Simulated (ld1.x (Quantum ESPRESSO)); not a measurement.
# What one change does to a pseudopotential (B, TM)

* Element: boron
* Generator: ld1.x (Quantum ESPRESSO) 7.5
* Type: norm-conserving Troullier–Martins (Kleinman–Bylander form)
* Functional: LDA (PZ)
* Relativity: non-relativistic
* Frozen core: [He]
* Valence charge: 3
* Reference configuration: 2s2 2p0 (charge +1)
* Partial waves: 2p (bound, empty): rc 1.75 bohr; 3d channel at -0.15 Ry: rc 1.50 bohr; 2s (bound): rc 1.05 bohr
* Local potential: the s channel
* Core correction: a·sin(br)/r model core inside 0.80 bohr

All-electron outer shells of the reference configuration (LDA (PZ), non-relativistic, ld1.x):

```json
{"shell": "2s", "level (eV)": "-19.41", "outermost node (bohr)": "0.46", "outermost maximum (bohr)": "1.44"}
{"shell": "2p", "level (eV)": "-13.46", "outermost node (bohr)": "–", "outermost maximum (bohr)": "1.39"}
```

Change: all radii but the core radius scaled by about 0.88 (s 0.92, p 1.54, d 1.32 bohr).

Cutoffs: the cutoffs (Ry, on a coarse ladder) from which the occupation-weighted sum of valence levels, in a spherical-Bessel basis at the reference potential, stays within 10 and 1 mRy of its value at 400 Ry; they do not see the model core or the augmentation charge, which bear on the density cutoff. Errors are all-electron minus pseudo energies relative to the spin-unpolarised reference configuration.

Q: What does the change do?

A: The potential gets harder (50 Ry and 110 Ry → 80 Ry and 180 Ry); of the 9 tests that both files solve, the error grows in 2 and shrinks in 0 by more than 15 % and 0.3 meV (median size 18.0 → 16.4 meV); neither file shows a bound ghost. A smaller radius makes the pseudo-wave follow the all-electron one further in, where it bends more sharply, so more plane waves are needed.

```csv
quantity,base,changed
"cutoff, loose",50 Ry,80 Ry
"cutoff, tight",110 Ry,180 Ry
bound ghosts,none,none
"error for 2s2 2p1, meV [ΔE -8.33 eV]",+10,+9.3
"error for 2s1 2p0, meV [ΔE 25.30 eV]",+22,+21
"error for 2s2 2p0.5, meV [ΔE -5.38 eV]",+4.3,+3.8
"error for 2s1 2p2, meV [ΔE -2.65 eV]",+21,+22
"error for 2s2 2p1.3, meV [ΔE -9.10 eV]",+12,+11
"error for 2s0 2p3, meV [ΔE 3.06 eV]",+42,+51
"error for 2s1 2p1, meV [ΔE 5.95 eV]",+7.3,+11
"error for 2s2 2p1 (spin-polarised), meV [ΔE -8.56 eV]",+18,+16
"error for 2s1 2p0 (spin-polarised), meV [ΔE 24.57 eV]",+25,+23
```
